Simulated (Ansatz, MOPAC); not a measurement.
Breaking a bond: SMILES [BeH2]. The Be1–H3 bond (Be1 also carries H; H3 carries nothing else) is varied alone, starting from the PBE0/def2-TZVP optimised geometry.

Levels of theory: UCCSDT(Q) = Ansatz (a program for electronic structure) with CCSDT(Q) on UHF/cc-pVDZ, frozen core; UKS-PBE = unrestricted PBE/cc-pVDZ (Ansatz); UCCSDT = Ansatz with CCSDT on UHF/cc-pVDZ, frozen core; AM1, restricted, heats of formation (MOPAC).

Energies are in kcal/mol, each relative to the lowest point of its own curve near equilibrium.

| R / Å | UCCSDT(Q) | UKS-PBE | UCCSDT | AM1 |
|---|---|---|---|---|
| 0.99 | 37.5 | 37.4 | 37.5 | 23.3 |
| 1.08 | 17.7 | 17.8 | 17.7 | 13.5 |
| 1.13 | 10.6 | 10.8 | 10.6 | (withheld) |
| 1.19 | 4.9 | 5.2 | 4.9 | 5.5 |
| 1.27 | 0.9 | 1.1 | 0.9 | 2.0 |
| 1.30 | 0.3 | 0.4 | 0.3 | 1.2 |
| 1.34 | 0.0 | 0.0 | 0.0 | (withheld) |
| 1.37 | 0.2 | 0.1 | 0.2 | 0.1 |
| 1.43 | 1.3 | 1.0 | 1.3 | 0.0 |
| 1.49 | 3.3 | 2.8 | 3.3 | 0.7 |
| 1.55 | 5.9 | 5.3 | 5.9 | 2.0 |
| 1.66 | 12.0 | 10.9 | 12.0 | 5.8 |
| 1.80 | 21.0 | 19.5 | 21.0 | 12.7 |
| 2.01 | 35.2 | 33.3 | 35.2 | 26.1 |
| 2.19 | 46.9 | 45.0 | 46.9 | 39.1 |
| 2.39 | 58.4 | 57.1 | 58.4 | 54.1 |
| 2.68 | 71.6 | 72.4 | 71.6 | 75.4 |
| 2.93 | — | (withheld) | — | 92.2 |
| 3.26 | — | 86.9 | — | (withheld) |
| 3.67 | — | 90.0 | — | 130.7 |
| 4.05 | — | 90.9 | — | (withheld) |
| 4.66 | — | 91.4 | — | (withheld) |

**Question.** Fill in the missing entries.

**Answer.** 
- 1.13, AM1: 9.4
- 1.34, AM1: 0.4
- 2.93, UKS-PBE: 80.9
- 3.26, AM1: 111.5
- 4.05, AM1: 144.2
- 4.66, AM1: 159.4

A dash means that the run gave no value there, or that the column was ended at a point which the program doubted or which failed a test of continuity chosen for this set; such a test can also cut sound points.

The unrestricted determinant behind UCCSDT(Q), UCCSDT is spin-contaminated at 2.19 to 4.66 Å (<S²> up to 1.0, against 0.00 for a pure singlet). The unrestricted determinant behind UKS-PBE is spin-contaminated at 2.68 to 4.66 Å (<S²> up to 1.0, against 0.00 for a pure singlet). The restricted form behind AM1 keeps the bonding electrons paired and can't separate into open-shell fragments.
